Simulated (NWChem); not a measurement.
System: BHOF cation; SMILES [OH+]=BF

The following NWChem deck was run.

```
start job
memory heap 200 mb stack 700 mb global 900 mb
charge 1
geometry units angstroms noautosym nocenter noautoz
  O      0.000340    -1.186309     0.000000
  B     -0.000184     0.038282     0.000000
  F      0.000077     1.278807     0.000000
  H     -0.003901    -2.155234     0.000000
end
basis spherical
  O library pcsseg-1
  B library pcsseg-1
  F library pcsseg-1
  H library pcsseg-1
end
dft
  xc pbe0
  iterations 150
end
property
  shielding
  efieldgrad
end
task dft property
```

All runs use the structure optimised with PBE0/def2-SVP.

GIAO values for the isolated, static molecule; σ is the absolute isotropic shielding, δ = σ(reference) − σ with the isolated reference molecule computed at the same levels (11B: boron trifluoride, 19F: trichlorofluoromethane, 1H: tetramethylsilane, 17O: water).

Atoms are numbered as in the input.

**Question.** Give the results of this calculation. (PBE0/pcSseg-1, GIAO.) Quantities: δ O1 (ppm); δ B2 (ppm); δ F3 (ppm); δ H4 (ppm).

**Answer.** 
- δ O1 (ppm): 45.1
- δ B2 (ppm): -13.9
- δ F3 (ppm): -159.1
- δ H4 (ppm): 7.79
